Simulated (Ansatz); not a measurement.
A nudged elastic band was laid between two geometries of FH3NOSi (7 atoms, charge 0, multiplicity 2).

Theory: UKS PBE0-D4/def2-SVP (Ansatz 0.2.0).

* movable images: 5
* climbing image: yes
* spring: 5.0 eV/Å²
* optimiser: quadratic models (default)
* start path: through a guess of the saddle point
* force threshold: 0.05 eV/Å
* iteration limit: 60
* end points: relaxed

Image 0:

```xyz
7
Properties=species:S:1:pos:R:3
N -0.467 1.095 -0.073
Si 0.044 -0.442 0.488
O 1.153 -0.982 -0.624
F -1.301 -1.365 0.509
H 0.220 1.802 -0.310
H -1.326 1.502 0.278
H 1.739 -1.679 -0.314
```

Image 6:

```xyz
7
Properties=species:S:1:pos:R:3
N -0.234 0.988 0.157
Si 0.183 -0.675 0.034
O 0.083 -0.889 -1.598
F -0.898 -1.607 0.790
H 0.489 1.697 0.227
H -1.061 1.338 -0.317
H 1.499 -0.919 0.662
```

(1) What changes between the two ends?

(2) Give the energies along the band, and the barrier.

(3) What is the geometry of the highest image?

## Answers

(1) Bonds broken: O3–H7. Bonds formed: Si2–H7.

(2) The forces met the threshold. The highest image is number 2 of 0 to 6, 170.6 kJ/mol above the first end and 75.9 kJ/mol above the last; the last end lies 94.7 kJ/mol above the first. Neighbouring images differ by up to 1.4 eV, so the band resolves the path poorly. A vibrational analysis at the climbing image gives one clearly imaginary mode, 1429i cm⁻¹: a first-order saddle point.

```json
{"image": "0", "path coordinate (Å)": "0.00", "energy (kJ/mol)": "0.0", "O3–H7 (Å)": "0.96", "Si2–H7 (Å)": "2.25"}
{"image": "1", "path coordinate (Å)": "0.56", "energy (kJ/mol)": "34.0", "O3–H7 (Å)": "0.98", "Si2–H7 (Å)": "1.92"}
{"image": "2", "path coordinate (Å)": "1.12", "energy (kJ/mol)": "170.6", "O3–H7 (Å)": "1.39", "Si2–H7 (Å)": "1.60"}
{"image": "3", "path coordinate (Å)": "1.68", "energy (kJ/mol)": "114.3", "O3–H7 (Å)": "2.06", "Si2–H7 (Å)": "1.51"}
{"image": "4", "path coordinate (Å)": "2.25", "energy (kJ/mol)": "99.3", "O3–H7 (Å)": "2.53", "Si2–H7 (Å)": "1.48"}
{"image": "5", "path coordinate (Å)": "2.81", "energy (kJ/mol)": "96.2", "O3–H7 (Å)": "2.63", "Si2–H7 (Å)": "1.48"}
{"image": "6", "path coordinate (Å)": "3.37", "energy (kJ/mol)": "94.7", "O3–H7 (Å)": "2.67", "Si2–H7 (Å)": "1.48"}
```

(3) 
```xyz
7
Properties=species:S:1:pos:R:3:forces:R:3
N -0.392 1.061 0.030 0.00 0.00 0.00
Si 0.078 -0.559 0.030 0.00 0.00 0.01
O 1.130 -1.144 -1.046 0.00 0.00 0.00
F -1.248 -1.384 0.438 0.00 0.00 0.00
H 0.229 1.806 -0.259 0.00 -0.01 0.00
H -1.243 1.385 0.472 0.00 -0.01 0.00
H 1.508 -1.232 0.290 0.00 0.00 0.00
```

Run time: 110 s on 2 threads of AMD EPYC 7R43 64-Core Processor (Zen 3), on a shared host, peak memory 0.21 GiB.
